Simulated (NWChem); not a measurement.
Molecule: GaHOF2; SMILES [OH][Ga]([F])[F]

```xyz
5

Ga    -0.0005     0.0058     0.0000
F     -1.6282    -0.6079     0.0000
F      0.1999     1.7254     0.0000
O      1.3910    -1.0698     0.0000
H      1.1429    -2.0017     0.0000
```
Atoms are numbered in this order, from 1.

The geometry was optimised at PBE0/def2-SVP.

Problem. Give the principal values of the shielding tensors (ppm) of Ga1, F2, F3, O4 from PBE/pcSseg-1, GIAO (NWChem), with their diamagnetic and paramagnetic parts as GIAO splits them.

Solution. 
```tsv
atom	σ11	σ22	σ33	isotropic	diamagnetic	paramagnetic
Ga1	1243.4	1567.8	1756.2	1522.4	2642.0	-1119.6
F2	218.1	312.6	428.3	319.7	475.1	-155.5
F3	251.6	336.9	434.4	341.0	474.8	-133.8
O4	228.1	294.8	332.8	285.2	389.7	-104.5
```
